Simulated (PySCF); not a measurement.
Species: C6H12BNO.
Atom-mapped SMILES: `[CH3:1][C:2]#[C:3][CH2:4][B:5]([NH2:6])[O:7][CH2:8][CH3:9]` (hydrogens: H10, H11, H12 on C1; H13, H14 on C4; H15, H16 on N6; H17, H18 on C8; H19, H20, H21 on C9)

Geometry (PBE0-D3(BJ)/def2-SVP, Å), atoms numbered from 1 in this order:
```xyz
21
C6H12BNO angstrom
C      4.304    0.897    0.593
C      3.101    0.208    0.151
C      2.119   -0.386   -0.248
C      0.909   -1.060   -0.686
B     -0.432   -0.542    0.006
N     -0.385    0.482    0.964
O     -1.585   -1.160   -0.400
C     -2.850   -0.791    0.084
C     -3.408    0.420   -0.636
H      4.072    1.875    1.044
H      4.993    1.076   -0.248
H      4.850    0.306    1.346
H      0.784   -0.960   -1.779
H      0.983   -2.147   -0.503
H     -1.179    0.858    1.462
H      0.509    0.871    1.235
H     -2.813   -0.611    1.177
H     -3.518   -1.656   -0.063
H     -3.451    0.233   -1.719
H     -2.778    1.307   -0.472
H     -4.426    0.651   -0.285
```

The closed-shell ground state was solved at several levels (PySCF, density fitting, gas phase, non-relativistic).

```
        level  basis functions  total energy (Eh)  HOMO (eV)  LUMO (eV)  gap (eV)  dipole (D)
 PBE/pcSseg-1              213          -390.1812      -5.63       0.24      5.87        2.35
PBE0/pcSseg-1              213          -390.2199      -6.85       1.11      7.96        2.40
```

Q: Estimate the row for wB97X-D/def2-SVPD, a basis of 279 functions; the other rows only guide the guess.

A: Total energy -390.3430 Eh, HOMO -8.72 eV, LUMO 1.81 eV, gap 10.53 eV, dipole 2.20 D.

Q: Over all these levels, which gives the widest orbital gap and which the narrowest?

A: wB97X-D/def2-SVPD (range-separated hybrid) has the widest, 10.53 eV, and PBE/pcSseg-1 (GGA) the narrowest, 5.87 eV. Functional and basis both differ between the two, so the spread mixes both effects.

Q: How far do the dipole and the HOMO energy spread over the levels?

A: The dipole runs from 2.20 to 2.40 D (mean 2.32 D) and the HOMO from -8.72 to -5.63 eV.

One conformer stands for the species.

wB97X-D is run here without its empirical dispersion term; that term would change no orbital, density or response property at a fixed geometry.
